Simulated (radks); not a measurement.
Results of a calculation; reference values are marked as such.
Initial-state core-level shifts of the mercury ion Hg+ when its valence configuration changes from [Xe] 4f14 5d10 6s1. Code: a radial shooting solver on a logarithmic mesh with Libxc functionals. Model: Dirac Kohn-Sham, PBE, spin-unpolarised, spherical densities, finite nucleus; open shells fill j = l - 1/2 first; Fermi nuclear charge, rms radius 5.4648 fm. Shifts are changes of the shell-averaged eigenvalues in eV (positive: less bound); the change of the density at the nucleus, which sets a Mossbauer isomer shift, is in e/bohr^3, on a base of 2.324e+06.

| valence | 1s | 3p | 4p | 5p | density at nucleus |
|---|---|---|---|---|---|
| 4f14 5d9 6s2 | -3.547 | -3.697 | -3.660 | -3.262 | +227.3 |
| 4f13 5d10 6s2 | -16.435 | -19.932 | -16.898 | -6.535 | +410.2 |
| 4f14 5d8 6s1 6p2 | -9.955 | -10.249 | -10.167 | -9.243 | +95.3 |
| 4f14 5d9.5 6s1.5 | -1.745 | -1.819 | -1.802 | -1.614 | +109.5 |
| 4f14 5d9 6s1 6p1 | -4.934 | -5.071 | -5.039 | -4.634 | +44.4 |
| 4f13 5d10 6s1 6p1 | -17.841 | -21.325 | -18.296 | -7.929 | +222.7 |
| 4f14 5d10 6p1 | -1.416 | -1.398 | -1.405 | -1.412 | -175.5 |
| 4f14 5d10 6s0.5 6p0.5 | -0.719 | -0.709 | -0.713 | -0.717 | -86.3 |
| 4f14 5d9 6p2 | -6.251 | -6.378 | -6.351 | -5.937 | -149.5 |
